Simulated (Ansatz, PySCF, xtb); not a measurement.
Gas-phase reaction in SMILES: OB(O)Cl + 3 [H][H] (H2) → B (BH3) + Cl (HCl) + 2 O (H2O)
Each molecule is optimised on its own at B3LYP-D3(BJ)/def2-TZVP (Ansatz, an electronic-structure program), one conformer each, not searched for the lowest. Frequencies are from Ansatz or PySCF.

Wanted: energy of full hydrogenation (enthalpy at 298 K, with B3LYP-D3(BJ) rigid-rotor harmonic-oscillator terms), in eV. Cores are frozen in the correlated levels unless marked. Spin-orbit coupling is left out. No relativistic terms. Basis-set limits of correlation are two-point, X^-3; Hartree-Fock from the larger set. The bracket is a focal-point correction in the basis named.

```tsv
level	program	energy of full hydrogenation (eV)	minus last row
GFN1-xTB	xtb	3.23	-0.08
HF/6-31G	Ansatz	2.94	-0.37
HF/aug-cc-pV(T+d)Z	Ansatz	2.88	-0.43
PBE-D3(BJ)/def2-TZVPD	Ansatz + dftd3	3.35	0.04
PBE-D4/def2-TZVPD	Ansatz + dftd4	3.37	0.06
r2SCAN-D3(BJ)/def2-TZVPD	Ansatz + dftd3	3.53	0.22
B97M-V/def2-TZVPD	Ansatz	3.41	0.10
PBE0-D4/def2-TZVPD	Ansatz + dftd4	3.29	-0.02
BHLYP-D4/def2-TZVPD	Ansatz + dftd4	3.24	-0.07
TPSSh-D3(BJ)/def2-TZVPD	PySCF + dftd3	3.43	0.12
LC-wPBE-D3(BJ)/def2-TZVPD	Ansatz + dftd3	3.24	-0.07
B2GP-PLYP-D3(BJ)/def2-TZVPD	Ansatz + dftd3	3.37	0.06
B2PLYP-D4/def2-TZVPD	Ansatz + dftd4	3.35	0.04
MP2/aug-cc-pV(T+d)Z	Ansatz	3.31	0.00
SCS-MP2/6-31G*	Ansatz	4.00	0.69
CCSD/6-31G	Ansatz	3.63	0.32
CCSD(T)/6-31G	Ansatz	3.74	0.43
CCSD(T)/cc-pV(T+d)Z	Ansatz	3.38	0.07
CCSD(T)/cc-pwCVTZ	Ansatz	3.41	0.10
RI-MP2/CBS(cc-pV(T+d)Z,cc-pV(Q+d)Z)+[CCSD(T)-MP2]/cc-pV(Q+d)Z	Ansatz	3.29	-0.02
CCSD(T)/CBS(cc-pV(T+d)Z,cc-pV(Q+d)Z)	Ansatz	3.31	0.00
```
